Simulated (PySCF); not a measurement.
CH6N2Si2.
SMILES: `[SiH3]N[SiH2]C#N`

The closed-shell SCF was solved with PySCF and density fitting under several settings on one GFN2-xTB geometry (grid level 2 and gas phase unless stated).

```csv
settings,basis functions,SCF cycles,E (Eh),HOMO (eV),LUMO (eV),dipole (D)
PBE0/pcSseg-1,129,14,-729.7666,-7.94,-0.82,3.47
PBE0/def2-SVPD,156,14,-729.5173,-7.97,-0.94,3.48
B97-2/def2-SVPD,156,13,-729.9118,-7.72,-0.93,3.47
"B3LYP/pcSseg-1, IEF-PCM dichloromethane, energy threshold 1e-11 Eh",129,11,-730.2539,-7.35,-0.86,4.14
"LDA/pcseg-1, IEF-PCM acetonitrile, start guess vsap",108,13,-726.5909,-6.29,-1.87,4.26
mPW1PW91/6-31++G**,134,14,-730.1785,-7.96,-1.03,3.56
LDA/pcSseg-1,129,15,-726.6032,-6.66,-2.01,3.44
```

Task: Estimate the rows for these settings: (1) BP86/def2-TZVP, IEF-PCM tetrahydrofuran, start guess atom; (2) KT2/cc-pVTZ, grid level 3, fitting basis def2-qzvpp-jkfit.

Result: 
```
                                                 settings  basis functions  SCF cycles     E (Eh)  HOMO (eV)  LUMO (eV)  dipole (D)
BP86/def2-TZVP, IEF-PCM tetrahydrofuran, start guess atom              203          11  -730.3709      -6.42      -1.83        4.01
KT2/cc-pVTZ, grid level 3, fitting basis def2-qzvpp-jkfit              242          11  -737.8604      -6.65      -1.90        3.27
```

Task: Over all rows, what range does the HOMO–LUMO gap span?

Result: From 4.42 eV (LDA/pcseg-1, IEF-PCM acetonitrile, start guess vsap) to 7.12 eV (PBE0/pcSseg-1). The functional of the narrowest has no exact exchange, that of the widest 25 % exact exchange.

Task: And the dipole moment?

Result: From 3.27 D (KT2/cc-pVTZ, grid level 3, fitting basis def2-qzvpp-jkfit) to 4.26 D (LDA/pcseg-1, IEF-PCM acetonitrile, start guess vsap); the largest is 1.30 times the smallest, and the median is 3.48 D.

Task: Compare two rows with the functional PBE0: PBE0/pcSseg-1 and PBE0/def2-SVPD. Which energy is lower, and by how much?

Result: PBE0/pcSseg-1 (129 functions) lies 0.2493 Eh or 156 kcal/mol below PBE0/def2-SVPD (156 functions). The smaller set gives the lower energy; the two sets aren't nested, so the variational bound doesn't order them by size.

Cycle counts include a coarse-grid stage where the run had one. All basis functions are spherical, in the Pople sets too. KT2 was designed for NMR shieldings or shifts; total energies of different functionals aren't comparable. The structure is a single GFN2-xTB conformer; no vibrational corrections.

The values belong to the conformer `[N:1]#[C:2][SiH2:3][NH:4][SiH3:5]`: C2–Si3–N4–Si5 -179°.
